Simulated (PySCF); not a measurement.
Which determinant of CaBi lies lowest?

Unrestricted PBE0; Ca def2-SVPD, Bi def2-SVPD with ECP60; scalar-relativistic core potentials (PySCF 2.14). Outer shells of the fragments: Ca 4s2; Bi 5d10 6s2 6p3.

Followed along the bond (rough minima from three points):

| 2Ms+1 | unpaired | ⟨S²⟩ at the start | R at minimum (Å) | Te (eV) |
| --- | --- | --- | --- | --- |
| 4 | σ ↑, π ↑↑ | 3.75 | 3.17 | 0.00 |
| 2 | σ ↓, π ↑↑ | 1.76 | 3.14 | 0.08 |
| 2 | π ↑ | 0.95 | 2.89 | 0.14 |
| 2 | σ ↑, π ↑↓ | 1.76 | 3.15 | 0.34 |
| 4 | σ ↑↑, π ↑ | 3.75 | 2.99 | 0.93 |

Solutions found at the starting distance of 3.050 Å, counted from the lowest of them; the search is not exhaustive and high or unbound solutions are not listed, so other states can lie among these:

```
2Ms+1   unpaired   term  E (eV)  ⟨S²⟩  ⟨Lz²⟩  μ (D)
    4  σ ↑, π ↑↑    ⁴Σ⁻    0.00  3.75   0.00  -2.67
    2  σ ↓, π ↑↑  mixed    0.08  1.76   0.00  -2.94
    2        π ↑     ²Π    0.19  0.95   1.01  -6.92
    2  σ ↑, π ↑↓  mixed    0.34  1.76   2.01  -2.78
    4  σ ↑↑, π ↑     ⁴Π    0.92  3.75   1.01  -3.64
    2        σ ↑  mixed    1.13  0.75   2.01  -2.61
    4      π ↑↑↑     ⁴Π    1.52  3.75   1.00  -2.07
    4  π ↑↑, δ ↑     ⁴Δ    1.92  3.75   4.00  -6.25
    2  π ↑↑, δ ↓  mixed    1.92  1.81   4.00  -5.81
    2        π ↑     ²Π    2.83  0.75   1.01   4.51
```

A term symbol is given only where ⟨S²⟩ and ⟨Lz²⟩ are close to those of a pure state; real π, δ and φ orbitals otherwise mix terms. A positive dipole means Ca(−)Bi(+).

These are scalar-relativistic numbers at best; spin–orbit coupling would shift them, the dissociation energy most.
